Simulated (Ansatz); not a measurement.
**Question.** Predict a relaxed structure of `FC(F)(F)c1ccc(-c2ccc(-c3ccc(-c4ccc(C(F)(F)F)nc4)nc3)nc2)nc1`, charge 0, singlet, at PBE-D4/def2-SVP (Ansatz).

**Answer.** 
| atom | x (Å) | y (Å) | z (Å) |
| --- | --- | --- | --- |
| F1 | -5.185 | 8.337 | 0.822 |
| C2 | -5.234 | 7.293 | 1.684 |
| F3 | -6.533 | 6.914 | 1.777 |
| F4 | -4.860 | 7.744 | 2.903 |
| C5 | -4.363 | 6.153 | 1.221 |
| C6 | -4.168 | 5.901 | -0.146 |
| C7 | -3.394 | 4.803 | -0.526 |
| C8 | -2.830 | 3.973 | 0.472 |
| C9 | -2.002 | 2.788 | 0.144 |
| C10 | -1.750 | 2.349 | -1.171 |
| C11 | -0.956 | 1.222 | -1.386 |
| C12 | -0.412 | 0.534 | -0.277 |
| C13 | 0.443 | -0.666 | -0.426 |
| C14 | 0.778 | -1.243 | -1.668 |
| C15 | 1.595 | -2.373 | -1.712 |
| C16 | 2.079 | -2.925 | -0.505 |
| C17 | 2.955 | -4.122 | -0.465 |
| C18 | 3.349 | -4.663 | 0.777 |
| C19 | 4.173 | -5.791 | 0.809 |
| C20 | 4.580 | -6.346 | -0.415 |
| C21 | 5.475 | -7.574 | -0.472 |
| F22 | 5.777 | -8.021 | 0.773 |
| F23 | 4.877 | -8.586 | -1.137 |
| F24 | 6.639 | -7.302 | -1.102 |
| N25 | 4.224 | -5.850 | -1.609 |
| C26 | 3.436 | -4.772 | -1.627 |
| N27 | 1.756 | -2.380 | 0.690 |
| C28 | 0.975 | -1.302 | 0.725 |
| N29 | -0.653 | 0.951 | 0.987 |
| C30 | -1.413 | 2.027 | 1.184 |
| N31 | -3.017 | 4.232 | 1.786 |
| C32 | -3.754 | 5.283 | 2.145 |
| H33 | -4.611 | 6.566 | -0.902 |
| H34 | -3.227 | 4.601 | -1.593 |
| H35 | -2.173 | 2.877 | -2.038 |
| H36 | -0.762 | 0.885 | -2.414 |
| H37 | 0.402 | -0.818 | -2.611 |
| H38 | 1.848 | -2.822 | -2.682 |
| H39 | 2.992 | -4.172 | 1.693 |
| H40 | 4.497 | -6.237 | 1.759 |
| H41 | 3.177 | -4.394 | -2.631 |
| H42 | 0.729 | -0.879 | 1.713 |
| H43 | -1.589 | 2.341 | 2.226 |
| H44 | -3.872 | 5.461 | 3.228 |
 This is one stationary point.

Single mean-field runs in def2-SVP are fitted with def2-universal-jkfit.
